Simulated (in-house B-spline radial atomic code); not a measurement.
# Ionising Fe2+ with different functionals

Computed with a B-spline radial code for spherical atoms: four-component Dirac-Coulomb Hamiltonian, Fermi nucleus of rms radius 3.7377 fm, spin-restricted, spherical fractional occupations for the functionals. The ionisation energy is the difference of two self-consistent energies, [Ar] 3d6 → [Ar] 3d5, without Breit or QED terms; ε is the level of the shell that loses the electron (mean over j). The electron is taken from both j subshells in proportion to 2j + 1, so the result is a j average, not the step between ground levels.

Hybrids are left out here: with spherical fractional occupations of an open shell their exact exchange keeps a self-interaction that integer-occupation calculations don't have.

```
           method  rung  ΔSCF (eV)  -ε(3d) (eV)
         LDA VWN5   LDA      34.54        26.04
 relativistic LDA   LDA      34.55        26.05
         LDA PW92   LDA      34.53        26.03
LDA exchange-only   LDA      32.90        24.49
              PBE   GGA      34.22        25.72
           PBEsol   GGA      34.19        25.68
             BLYP   GGA      34.23        25.74
             RPBE   GGA      34.12        25.61
             PW91   GGA      34.33        25.81
             BP86   GGA      34.29        25.80
             AM05   GGA      34.19        25.69
             OLYP   GGA      34.31        25.73
```

(1) How do they compare with the NIST value?

Results:

(1) NIST lists 30.65 eV ± 0.012 (measured, ground level to ground level). Errors run from +2.25 to +3.90 eV. The correlated functionals all miss on the same side by more than they spread, so the cause is common to them (Breit-QED terms, spin polarisation, the choice among j levels, multiplet and fine-structure energies, or a listed next ion that isn't the cheapest removal here) and closeness doesn't rank the functionals.
